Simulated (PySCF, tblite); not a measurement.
Compound: C6H15FN2.
Cartesian coordinates in Å at the GFN2-xTB level; atoms count from 1:
```
atom  x, y, z in Å
C1     1.991    0.996   -0.068
C2     0.836    0.119   -0.550
C3     1.329   -1.319   -0.683
F4     0.545   -2.054   -1.547
C5    -0.419    0.302    0.344
C6    -0.132    0.008    1.818
N7    -0.787    1.711    0.224
C8    -1.587   -0.601   -0.126
N9    -1.974   -0.267   -1.491
H10    2.456    0.573    0.819
H11    2.748    1.084   -0.843
H12    1.610    1.985    0.167
H13    0.551    0.460   -1.550
H14    1.330   -1.856    0.269
H15    2.337   -1.334   -1.112
H16   -1.051    0.093    2.395
H17    0.582    0.726    2.208
H18    0.258   -0.997    1.954
H19   -1.535    1.926    0.875
H20   -1.152    1.865   -0.712
H21   -1.322   -1.660    0.008
H22   -2.447   -0.392    0.519
H23   -1.306   -0.666   -2.142
H24   -2.875   -0.682   -1.704
```

Method used: PBE0/pcSseg-1 in PySCF (dipole) on a GFN2-xTB geometry, gas phase.

Take the most abundant isotopes and a rigid rotor. The values belong to one conformer with, in the numbering `[CH3:1][C@@H:2]([CH2:3][F:4])[C@@:5]([CH3:6])([NH2:7])[CH2:8][NH2:9]`, C1–C2–C3–F4 -158°, C1–C2–C5–C6 -57°, C2–C5–N7–H -173° and 70°, C2–C5–C8–N9 -61°, C5–C8–N9–H 78° and -165°.

Problem. Give the principal moments of inertia and the rotational constants in cm⁻¹.

Solution. Ia = 302.84, Ib = 330.05, Ic = 470.66 u·Å²; 505379 MHz·u·Å²/I gives 1669, 1531 and 1074 MHz, that is A = 0.05567, B = 0.05108, C = 0.03582 cm⁻¹.

Problem. Classify the top.

Solution. An asymmetric top; Ray's κ = 0.538.

Problem. Is it planar, by Δ = Ic − Ia − Ib?

Solution. Not planar: Δ = Ic − Ia − Ib = -162.23 u·Å². For a rigid frame Δ = −2 Σ m c², so Σ m c² = 81.12 u·Å² lies off the ab plane: 24.43 from hydrogen and 56.68 from heavier atoms. The atom farthest from that plane is 2.21 Å away.

Problem. Give the other two planar moments, Paa and Pbb, and the rms extents of the mass along the axes.

Solution. Paa = Σ m a² = (Ib + Ic − Ia)/2 = 248.93 and Pbb = Σ m b² = (Ia + Ic − Ib)/2 = 221.72 u·Å². With the mass M = 134.12 u, the rms extents √(P/M) along a, b and c are 1.36, 1.29, 0.78 Å.

Problem. Which lines would a microwave search look for?

Solution. The dipole components are |μa| = 0.02 D, |μb| = 0.33 D, |μc| = 1.08 D. Intensities carry the squares of the components, which stand as 0.00 : 0.09 : 1.00 (a : b : c). Some lines, for components of 0.1 D or more:

```csv
type,branch,"J(Ka,Kc)",MHz,lower level (cm⁻¹)
b,Q,"2(2,0) ← 2(1,1)",759,0.296
c,Q,"3(3,1) ← 3(2,1)",822,0.610
b,Q,"3(3,0) ← 3(2,1)",1048,0.610
b,Q,"3(2,1) ← 3(1,2)",1312,0.566
b,Q,"2(1,1) ← 2(0,2)",1399,0.249
b,Q,"3(1,2) ← 3(0,3)",2523,0.482
b,Q,"3(2,2) ← 3(1,3)",2646,0.482
c,R,"1(1,0) ← 0(0,0)",3200,0.000
b,R,"2(0,2) ← 1(1,1)",4726,0.091
b,R,"2(2,1) ← 1(1,0)",6080,0.107
c,R,"2(1,1) ← 1(0,1)",6262,0.087
c,R,"2(2,1) ← 1(1,1)",6538,0.091
b,R,"3(1,3) ← 2(0,2)",6980,0.249
b,R,"3(1,2) ← 2(2,1)",7688,0.310
b,R,"3(2,2) ← 2(1,1)",8228,0.296
c,R,"3(2,1) ← 2(1,1)",9412,0.296
c,R,"3(2,2) ← 2(1,2)",9600,0.250
c,R,"3(3,0) ← 2(2,0)",9701,0.321
c,R,"3(3,1) ← 2(2,1)",9822,0.310
b,R,"3(2,1) ← 2(1,2)",10785,0.250
```

Problem. Estimate the classical rotational partition function at 25 K, 100 K and 298.15 K.

Solution. Point group C1, symmetry number σ = 1; q = (√π/σ)·√((kT/h)³/(ABC)), k/h = 20836.6 MHz/K: 12700 at 25 K, 102000 at 100 K, 524000 at 298.15 K.

Its GFN2-xTB frequencies are all real (lowest 63 cm⁻¹). Zero-point vibration and centrifugal distortion are left out. A rigid rotor knows nothing of inversion at nitrogen or internal rotation, which can split or shift real lines. Quadrupole hyperfine structure (14N) is left out.
